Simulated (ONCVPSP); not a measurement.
# An all-electron radial function and its pseudo partner (Ir (Z = 77))

Columns: radius, all-electron u(r) and pseudo u(r) of the 5s shell (level -79.16 eV) of iridium in the configuration [Kr] 4d10 4f14 5s2 5p6 5d7 6s2; LDA (Perdew-Wang 92), non-relativistic, ONCV scheme, ONCVPSP 4.0.1.

```csv
r (bohr),all-electron,pseudo
0.095,0.0130,0.1517
0.190,0.3382,0.3009
0.285,-0.3606,0.4446
0.380,-0.6339,0.5795
0.475,-0.3647,0.7018
0.570,0.1153,0.8074
0.665,0.5677,0.8923
0.760,0.8941,0.9531
0.855,1.0814,0.9876
0.950,1.1518,0.9952
1.045,1.1379,0.9766
1.140,1.0699,0.9345
1.235,0.9720,0.8731
1.330,0.8611,0.7972
1.425,0.7486,0.7124
1.520,0.6416,0.6240
1.615,0.5436,0.5368
1.710,0.4565,0.4546
1.805,0.3805,0.3803
1.900,0.3153,0.3153
1.995,0.2600,0.2600
2.090,0.2136,0.2136
2.185,0.1748,0.1748
2.280,0.1427,0.1427
2.375,0.1162,0.1162
2.470,0.0944,0.0944
```

Q: How many radial nodes do the two functions have?

A: The all-electron 5s function has n − l − 1 = 4 (the table is too coarse to show those close to the nucleus); the pseudo-wave has 0, since the states of the same l below it are removed with the core.

Q: At about which radius was the pseudo-wave matched?

A: 1.90 bohr, where the columns begin to agree (steps of 0.10 bohr).

Q: Where does each function peak?

A: Outermost all-electron maximum near 0.95 bohr, pseudo maximum near 0.95 bohr (to the table’s step).

Q: Is the pseudo-wave norm-conserving?

A: Yes: the ONCV scheme keeps the norm inside the radius equal to the all-electron one, which fixes the energy derivative of the logarithmic derivative at the level.
